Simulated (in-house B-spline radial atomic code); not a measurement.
Yb. Computed with a B-spline radial atomic code. Model: non-relativistic spherical atom: semilocal Troullier-Martins pseudo-atom, one channel per l, against all electrons, high spin, G0W0 and RPA with empty states to l = 8, local potential for every l without a channel, a model core (radius 0 = none) keeps its share of the functional.

Without relativity these are model numbers for so heavy an element.

What the tables leave out is listed at the end.

The pseudopotential gives back the lowest level of each angular momentum of its own functional in the configuration it was made in; a second state of the same l is only approximately right. Exact exchange, RPA and GW see the smooth pseudo-orbitals and miss the exchange with the core, for which the functional's share stands in. The column with an uncorrelated core keeps all orbitals and exact exchange, and so separates missing core correlation from pseudisation. Only the three outermost levels and the lowest empty one were computed. RPA here is direct RPA, with no exchange kernel, and its energies carry an (l + 1/2)⁻⁴ tail. A hybrid on a potential with a model core restores only its own semilocal share of the core's exchange.

Command:
```bash
python run_psgw.py task.json out
```
Settings (lengths in bohr, energies in hartree):
```
Z                      70
electrons              70
configuration          [Xe] 4f14 6s2
generated_in           [Xe] 4f14 6s2
functional             pbe,pbe
core_shells            9
radius_factor          0.9
core_correction        True
ion_configuration      [Xe] 4f14 6s1
```

Run time, properties included: 110 s on 1 thread of Arm Neoverse N1, on a shared host.

Given: made with PBE; model core radius 0.694 bohr; local radius 1.158 bohr; mean-field start PBE.

Valence shells of the generating configuration: 5s, 5p, 4f, 6s.

Channel: s 1.05, p 1.147, d 1.77, f 1.452 (radii in bohr).

Computed: largest level miss in the spin-unpolarised generating configuration 0.045 eV; valence RPA correlation energy all-electron orbitals -1.937 hartree; all-electron RPA polarisability, core included 126.32 bohr³; pseudo-atom RPA polarisability 123.53 bohr³; ionisation by mean-field all-electron 5.8302 eV; ionisation by mean-field pseudo minus all 0.064 eV; ionisation by RPA all-electron 6.2344 eV.

```tsv
level	occupied	mean-field all-electron (eV)	mean-field pseudo minus all (eV)	G0W0 all-electron (eV)	G0W0 uncorrelated core minus all (eV)	G0W0 pseudo minus all (eV)	exchange self-energy all-electron (eV)	exchange self-energy pseudo (eV)
6s	1	-3.6045	-0.045	-5.8568	0.002	-0.059	-7.1234	-6.8851
```

(1) What is the valence RPA correlation energy pseudo?

(2) What is the ionisation by RPA pseudo minus all?

Given: mean-field start PBE0.

Computed: valence RPA correlation energy all-electron orbitals -1.8262 hartree; valence RPA correlation energy pseudo -2.5045 hartree; all-electron RPA polarisability, core included 111.13 bohr³; pseudo-atom RPA polarisability 107.63 bohr³; ionisation by mean-field all-electron 5.7106 eV; ionisation by RPA all-electron 6.0409 eV.

```csv
level,occupied,mean-field all-electron (eV),mean-field pseudo minus all (eV),G0W0 all-electron (eV),G0W0 uncorrelated core minus all (eV),G0W0 pseudo minus all (eV),exchange self-energy all-electron (eV),exchange self-energy pseudo (eV)
6s,1,-4.1145,-0.067,-5.9402,0.002,-0.098,-6.9687,-6.7629
6p (empty),0,-0.92121,-0.019,-0.16275,0,-0.029,-1.4264,-1.3329
```

(3) What is the ionisation by RPA pseudo minus all?

(4) What is the ionisation by mean-field pseudo minus all?

Answers

(1) -2.5749 hartree.

(2) 0.148 eV.

(3) 0.154 eV.

(4) 0.085 eV.

Among the listed levels the largest G0W0 shift of the pseudo-atom is -0.10 eV, for 6s on the PBE0 start, while leaving the core uncorrelated moves that level by +0.00 eV. The rest, -0.10 eV, comes from pseudisation and the lost core exchange. Not in the tables (levels of low weight, unsolved or above zero; the highest and the empty levels are kept at any weight): on PBE the G0W0 levels 4f (pseudo minus all +7.29 eV, weights 0.76 and 0.11), 5p (pseudo minus all -0.83 eV, weights 0.07 and 0.07), 5d (pseudo minus all -0.05 eV, weights 0.56 and 0.54); on PBE0 the G0W0 levels 4f (pseudo minus all +10.22 eV, weights 0.80 and 0.05), 5p (pseudo minus all -1.09 eV, weights 0.33 and 0.49); no Hartree-Fock pseudo-atom is run with a model core.
